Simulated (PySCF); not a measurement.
Spectra and structures to be paired. The calculation used TDDFT B3LYP/def2-SVPD, vertical, gas phase, core orbitals frozen in the response in PySCF 2.14.0, density-fitted response routines. Geometries: PBE0-D3(BJ)/def2-SVP; one conformer of each isolated species. Triplets are in the Tamm–Dancoff approximation.

A. `C[C@@H]1CC[SiH2][SiH2]1`
B. `C#C[SiH2]C#C[SiH3]`
C. `C=C[SiH2]CC[SiH3]`
D. `O=C(Cl)C(F)(F)C(F)(F)F`
E. `[SiH3]C[SiH2]C1CC1`

Lowest singlet levels (six at most, fewer where fewer were computed) with oscillator strengths:

1. 5.43 eV (f 0.000); 5.61 eV (f 0.002); 5.61 eV (f 0.005); 5.87 eV (f 0.000); 6.02 eV (f 0.018); 6.08 eV (f 0.001)
2. 6.14 eV (f 0.019); 6.33 eV (f 0.039); 6.72 eV (f 0.159); 6.91 eV (f 0.050); 7.20 eV (f 0.036); 7.37 eV (f 0.003); T1 5.66 eV
3. 6.12 eV (f 0.140); 6.65 eV (f 0.086); 6.79 eV (f 0.036); 7.03 eV (f 0.043); 7.18 eV (f 0.194); 7.46 eV (f 0.016); T1 4.25 eV
4. 7.14 eV (f 0.034); 7.42 eV (f 0.016); 7.45 eV (f 0.025); 7.63 eV (f 0.003); 7.78 eV (f 0.120); 7.90 eV (f 0.109); T1 6.96 eV
5. 4.77 eV (f 0.001); 5.75 eV (f 0.001); 6.44 eV (f 0.035); 7.53 eV (f 0.022); 8.02 eV (f 0.052); 8.21 eV (f 0.002); T1 4.23 eV

**Question.** Match each spectrum to its molecule.

**Answer.** 1 = B, 2 = A, 3 = C, 4 = E, 5 = D.
- A: S1 at 6.14 eV, HOMO→LUMO (90%); Löwdin shares by element: HOMO silicon 52%, carbon 22% or more (atoms not listed hold the other 25%); LUMO silicon 37%, carbon 15% or more (atoms not listed hold the other 48%); HOMO -7.14 and LUMO -0.08 eV.
- B: S1 at 5.43 eV, HOMO→LUMO (62%), HOMO-1→LUMO+1 (22%); Löwdin shares by element: HOMO carbon 65% or more, silicon 8% or more (atoms not listed hold the other 27%); LUMO carbon 47% or more, silicon 25% (atoms not listed hold the other 28%); HOMO -7.91 and LUMO -1.05 eV.
- C: S1 at 6.12 eV, HOMO→LUMO (70%), HOMO-1→LUMO (25%); Löwdin shares by element: HOMO carbon 65% (atoms not listed hold the other 35%); LUMO carbon 69% or more, silicon 9% or more, hydrogen 5% or more (atoms not listed hold the other 17%); HOMO -7.42 and LUMO -0.72 eV.
- D: S1 at 4.77 eV, HOMO→LUMO (98%); S1 has the pattern of n→π* at C=O; HOMO -9.41 and LUMO -2.87 eV.
- E: S1 at 7.14 eV, HOMO→LUMO (96%); Löwdin shares by element: HOMO carbon 57% or more, silicon 11% or more (atoms not listed hold the other 32%); LUMO silicon 36%, carbon 13% or more, hydrogen 8% or more (atoms not listed hold the other 43%); HOMO -7.86 and LUMO 0.10 eV.
A and C have S1 within 0.03 eV of each other; their strongest listed levels stand at 6.72 eV (f 0.159) and 7.18 eV (f 0.194).
